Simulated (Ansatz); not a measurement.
TeF₄: single points at one geometry.

```yaml
crystal:
  periodic: [false, false, false]
  atoms:
    - {symbol: Te, position_ang: [-0.352492, -0.466009, -0.006303]}
    - {symbol: F, position_ang: [-0.231155, -0.286667, 1.934420]}
    - {symbol: F, position_ang: [-0.187671, -0.267018, -1.941901]}
    - {symbol: F, position_ang: [1.546253, -0.368149, 0.015501]}
    - {symbol: F, position_ang: [-0.774935, 1.387853, -0.001717]}
basis:
  gaussian: {orbitals: def2-TZVPP, initial_orbitals: start.molden}
correlation: {method: ccsd_t}
scf: {omitted_lower_state_checks: [starts]}
output: {orbitals: {seedname: orbitals}}
```

The file start.molden holds the orbitals of an earlier run on this structure, at another level or in another basis.

```sh
$ ansatz run in.yaml --threads 4 --pin off --events-out ev --progress --plain --max-ram 3916MiB
```

Shortened log:

```
Functional definition: HF
1306 factors; integrals over basis functions are off by at most 8.8e-4 eV
mean field evaluation 1: about -18091.9626 eV, gradient 3.2e1 eV
mean field evaluation 2: about -18093.2784 eV, gradient 1.5e0 eV
mean field evaluation 4: about -18093.7013 eV, gradient 2.3e-2 eV
mean field evaluation 8: about -18093.7014 eV, gradient 2.2e-6 eV
mean field -18093.70136234 eV, -664.9312607148 hartree, gradient 7.7e-6 eV, S^2 0.000000; 0 other end points of the search recorded, 0 dependent functions left out
8 core orbitals not correlated: weight in the atoms' cores, before any rotation towards them, 1.000 or more for the frozen orbitals, at most 0.000 for the correlated occupied ones
reference -18093.70136234 eV, -664.9312607148 hartree; 22, 22 occupied and 144, 144 virtual orbitals, 1306 factors
second order -40.68738386 eV of doubles, -0.00000000 eV of singles
cycle   1  -38.61068524 eV  change     2.1e0 eV  update   1.6e-1
cycle   2  -39.53094773 eV  change   -9.2e-1 eV  update   6.1e-2
cycle   3  -39.74387598 eV  change   -2.1e-1 eV  update   2.6e-2
cycle   4  -39.72396292 eV  change    2.0e-2 eV  update   8.5e-3
cycle   5  -39.71005836 eV  change    1.4e-2 eV  update   3.8e-3
cycle   6  -39.71183763 eV  change   -1.8e-3 eV  update   1.5e-3
cycle   7  -39.71276312 eV  change   -9.3e-4 eV  update   6.2e-4
cycle   8  -39.71206263 eV  change    7.0e-4 eV  update   2.2e-4
cycle   9  -39.71195884 eV  change    1.0e-4 eV  update   8.3e-5
cycle  10  -39.71212717 eV  change   -1.7e-4 eV  update   3.2e-5
cycle  11  -39.71204075 eV  change    8.6e-5 eV  update   1.3e-5
cycle  12  -39.71204290 eV  change   -2.1e-6 eV  update   4.8e-6
perturbative correction -1.22078052 eV, -0.0448628567 hartree
Total energy: -18134.63418576 eV, -666.4355142302 hartree
Checks for a lower state left out: starts
```

Hardware: 4 threads of Arm Neoverse V1 on a shared host. Wall time 87 s, peak host memory 2.2 GiB.

The first input with `gaussian: {orbitals: def2-TZVP, initial_orbitals: start.molden}`, `hamiltonian: {xc: pbe, dispersion: d4}`, `output: {forces: true, orbitals: {seedname: orbitals}}` and without the key `correlation` (abridged; 1.4 s):

```
Functional definition: PBE
mean field -18157.08118996 eV, -667.2604264194 hartree, gradient 2.0e-5 eV, S^2 0.000000
Total energy: -18157.18254296 eV, -667.2641510733 hartree
Atom 0 force     0.472653     0.624882     0.008223 eV/Å
Atom 1 force    -0.021395    -0.029818    -0.171529 eV/Å
Atom 2 force    -0.025170    -0.031777     0.170701 eV/Å
Atom 3 force    -0.525941    -0.044934    -0.006143 eV/Å
Atom 4 force     0.099854    -0.518353    -0.001252 eV/Å
Dipole moment:    -0.384530    -0.508368    -0.006865 e Å
Checks for a lower state left out: starts
```

First input, but with `gaussian: {orbitals: def2-TZVP, initial_orbitals: start.molden}`, `hamiltonian: {xc: {name: BLYP}, dispersion: d4}` and without the key `correlation` (abridged; 1.2 s):

```
Functional definition: BLYP
mean field -18165.41937886 eV, -667.5668492097 hartree, gradient 1.0e-5 eV, S^2 0.000000
Total energy: -18165.64695545 eV, -667.5752124949 hartree
Checks for a lower state left out: starts
```

First input, but with `gaussian: {orbitals: def2-TZVP, initial_orbitals: start.molden}`, `hamiltonian: {xc: {name: wB97M-V}}` and without the key `correlation` (abridged; 4.6 s):

```
Functional definition: wB97M-V
mean field -18163.53811446 eV, -667.4977140180 hartree, gradient 1.6e-5 eV, S^2 0.000000
Total energy: -18163.53814855 eV, -667.4977152709 hartree
Checks for a lower state left out: starts
```

First input, but with `gaussian: {orbitals: def2-TZVP, initial_orbitals: start.molden}`, `correlation: {method: mp2}` (abridged; 1.7 s):

```
Functional definition: HF
mean field -18093.70136234 eV, -664.9312607148 hartree, gradient 7.7e-6 eV, S^2 0.000000
8 core orbitals not correlated: weight in the atoms' cores, before any rotation towards them, 1.000 or more for the frozen orbitals, at most 0.000 for the correlated occupied ones
second order -40.68738386 eV of doubles, -0.00000000 eV of singles
Total energy: -18134.38874621 eV, -666.4264944929 hartree
Checks for a lower state left out: starts
```

First input, but with `gaussian: {orbitals: def2-SVP, initial_orbitals: start.molden}`, `hamiltonian: {xc: pbe, dispersion: d4}` and without the key `correlation` (abridged; 0.55 s):

```
Functional definition: PBE
mean field -18141.98523692 eV, -666.7056603777 hartree, gradient 2.4e-5 eV, S^2 0.000000
Total energy: -18142.08658360 eV, -666.7093847992 hartree
Checks for a lower state left out: starts
```

First input, but with `gaussian: {orbitals: def2-SVP, initial_orbitals: start.molden}`, `hamiltonian: {xc: pbe0, dispersion: d4}` and without the key `correlation` (abridged; 0.75 s):

```
Functional definition: PBE0
mean field -18141.74074837 eV, -666.6966755889 hartree, gradient 3.4e-5 eV, S^2 0.000000
Total energy: -18141.82498009 eV, -666.6997710475 hartree
Checks for a lower state left out: starts
```

Geometry: B3LYP-D4/def2-SVP.

In the def2 sets Te takes a core potential; there is no spin–orbit coupling. Correlated methods freeze 8 core orbitals; core or outer-core shells of Te are correlated, in sets that lack core-valence functions.
